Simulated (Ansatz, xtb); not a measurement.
Isomers of C4H7GeN in order of energy

3 gas-phase structures of C4H7GeN, from a drawn sample of its isomers (lower ones may exist). Each was relaxed with GFN2-xTB:

A. `N#C[C@@H]1C[C@H]1[GeH3]`, a singlet
B. `N#C[C@@H]1C[C@@H]1[GeH3]`, a singlet
C. `N#C[C]1([GeH3])CC1`, a singlet

Question: Which do you expect lowest at r2SCAN-D4/def2-SVP, and how would the others follow?

Answer: Calculated order at r2SCAN-D4/def2-SVP: C (0.0), A (1.1), B (1.6) kcal/mol. Less than 1 kcal/mol parts A and B, so the order within that pair means little.

Energies above the lowest of each column, in kcal/mol; the last columns are at B3LYP/def2-SVP geometries:

| structure | GFN2-xTB | HF/STO-3G | r2SCAN-D4/def2-SVP | B3LYP/def2-SVP | CCSD(T)/def2-SVP + ΔMP2/def2-TZVPP |
| --- | --- | --- | --- | --- | --- |
| C | 0.0 | 0.0 | 0.0 | 0.0 | 0.0 |
| A | 0.8 | 0.1 | 1.1 | 0.3 | 1.2 |
| B | 0.9 | 1.1 | 1.6 | 0.9 | 1.5 |

Every level run on C puts it lowest or level with the lowest. ΔMP2 is the change of the MP2 energy from the smaller to the larger basis.

Programs: Ansatz 0.2.0, xtb 6.7.1.
